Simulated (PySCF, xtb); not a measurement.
C₂H₆N₂OSi, SMILES C[Si@H](N=C=O)N.

GFN2-xTB (xtb 6.7.1) at its own geometry gives an orbital gap of 5.02 eV and a dipole moment of 3.68 D.

Coordinates come from a B3LYP-D3(BJ)/def2-SVP optimisation. The structure was generated by enumeration; whether it is a known compound was not checked. Other conformers were not sampled.

**Question.** What does CAM-B3LYP/def2-TZVP run with PySCF give? (The exact figures need the calculation; the answer reports its results.)

**Answer.** gap 10.58 eV (levels -9.26 and 1.31 eV), dipole 2.73 D.
